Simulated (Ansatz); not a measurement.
System: OsO, charge 0, multiplicity 5. The spin state was set by rule; other spins were not relaxed. SMILES: [Os]=[O]
Geometry: optimised at B3LYP-D3(BJ)/def2-TZVP (Ansatz, a program for electronic structure).

Wanted: atomisation energy (electronic, to ground-state atoms), in kJ/mol. Cores are frozen in the correlated levels unless marked. UHF or UKS for open shells. No spin-orbit coupling. The frozen core is the preceding noble-gas configuration, with the filled d and f shells of earlier blocks. In def2 rows, elements after Kr have scalar-relativistic effective core potentials. The coupled-cluster limit lacks core correlation, which all-electron functionals hold. Basis-set limits of correlation are two-point, X^-3; Hartree-Fock from the larger set.

| level | program | atomisation energy (kJ/mol) | minus last row |
|---|---|---|---|
| HF/def2-TZVPPD | Ansatz | 115.0 | -355.2 |
| revPBE-D3(BJ)/def2-TZVPD | Ansatz + dftd3 | 547.7 | 77.5 |
| r2SCAN/def2-TZVPD | Ansatz | 532.3 | 62.1 |
| r2SCAN-D3(BJ)/def2-TZVPD | Ansatz + dftd3 | 532.7 | 62.5 |
| B3LYP-D4/def2-TZVPD | Ansatz + dftd4 | 483.0 | 12.8 |
| PBE0-D3(BJ)/def2-TZVPD | Ansatz + dftd3 | 488.9 | 18.7 |
| r2SCANh-D4/def2-TZVPD | Ansatz + dftd4 | 500.3 | 30.1 |
| HSE06-D3(BJ)/def2-TZVPD | Ansatz + dftd3 | 490.7 | 20.5 |
| LC-wPBE/def2-TZVPD | Ansatz | 497.6 | 27.4 |
| wB97X/def2-TZVPD | Ansatz | 466.8 | -3.4 |
| RPA@PBE/def2-TZVPP | Ansatz | 424.7 | -45.5 |
| MP2/def2-QZVPPD | Ansatz | 517.8 | 47.6 |
| RI-MP2/def2-TZVPP | Ansatz | 501.7 | 31.5 |
| RI-MP2/def2-QZVPPD | Ansatz | 517.6 | 47.4 |
| SCS-MP2/def2-QZVPP | Ansatz | 483.0 | 12.8 |
| CCSD/def2-SVPD | Ansatz | 388.3 | -81.9 |
| CCSD/def2-TZVPPD | Ansatz | 419.7 | -50.5 |
| CCSD/CBS(def2-TZVPPD,def2-QZVPPD) | Ansatz | 424.1 | -46.1 |
| CCSD(T)/def2-QZVPP | Ansatz | 468.6 | -1.6 |
| CCSD(T)/def2-QZVPPD | Ansatz | 469.2 | -1.0 |
| CCSD(T)/CBS(def2-TZVPPD,def2-QZVPPD) | Ansatz | 470.2 | 0.0 |

The UHF reference is spin-contaminated (<S^2> 0.11 over the pure value in the largest basis). The T1 diagnostic of CCSD in the largest basis is 0.048, which is high, so the coupled-cluster rows are less sure than usual.
